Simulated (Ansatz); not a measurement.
Isolated molecules relaxed with PBE0-D4/def2-TZVP in Ansatz; ΔE leaves out vibrations. CCSD(T)/CBS adds triple-zeta CCSD(T) − MP2 to the extrapolated MP2 energy (def2 sets, frozen cores). This one scheme is used for every species. Functionals use def2-TZVPP. One conformer a species, not always the lowest.

Reaction (hydrogenolysis of the Al–S bond): `C[SiH2][CH2][AlH][SH]` + H₂ → `C[SiH2][CH2][AlH2]` + H₂S

| level | ΔE (kJ/mol) | difference from CCSD(T)/CBS |
| --- | --- | --- |
| PBE-D4 | 110.9 | 2.0 |
| r2SCAN-D4 | 113.8 | 4.9 |
| PBE0-D4 | 108.6 | -0.3 |
| ωB97X-V | 102.6 | -6.3 |
| ωB97M-V | 105.7 | -3.2 |
| PBE | 103.9 | -5.0 |
| r2SCAN | 111.8 | 2.9 |
| PBE0 | 102.2 | -6.7 |
| HF/def2-TZVPP | 82.6 | -26.3 |
| MP2/def2-TZVPP | 114.2 | 5.3 |
| SCS-MP2/def2-TZVPP | 104.7 | -4.2 |
| CCSD(T)/def2-TZVPP | 104.8 | -4.1 |
| SCS-MP2/def2-QZVPP | 107.0 | -1.9 |
| HF/CBS(def2) | 81.5 | -27.4 |
| MP2/CBS(def2) | 118.4 | 9.5 |
| CCSD/CBS(def2) | 103.3 | -5.6 |
| CCSD(T)/CBS | 108.9 | 0 |

Largest T1 diagnostic among the species: 0.011.

In def2-TZVPP, CCSD(T) changes the Hartree–Fock value by +22.2 kJ/mol (the triples alone add +5.7 kJ/mol) and MP2 by +31.7 kJ/mol. The D4 term adds +11.1 kJ/mol with B3LYP and +6.4 kJ/mol with PBE0; it sums over pairs of atoms, weighted by their polarisabilities, and B3LYP, whose exchange is more repulsive, gets the larger term.

B3LYP here is the variant with VWN-RPA as its local correlation; programs differ in this.
